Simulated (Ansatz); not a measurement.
CH6Hf, SMILES [CH3][HfH3], multiplicity 1.

Geometry optimised at r2SCAN-D4/def2-TZVP. The spin state was assumed, not searched. The def2 effective core potentials stand for the cores of Hf; spin–orbit coupling is left out.

Two levels are set side by side: PBE/def2-TZVPD (Ansatz, a program for electronic structure) and PBE0/def2-TZVPD (Ansatz). Energy differences of separate SCF runs at the same geometry; the states with an electron removed or added have multiplicity 2 and 2. Differences are taken from unrounded values.

| quantity | PBE0 | PBE | PBE minus PBE0 |
|---|---|---|---|
| vertical ionisation energy (eV) | 10.11 | 9.73 | -0.38 |
| vertical singlet–triplet gap (eV) | 4.22 | 3.87 | -0.35 |
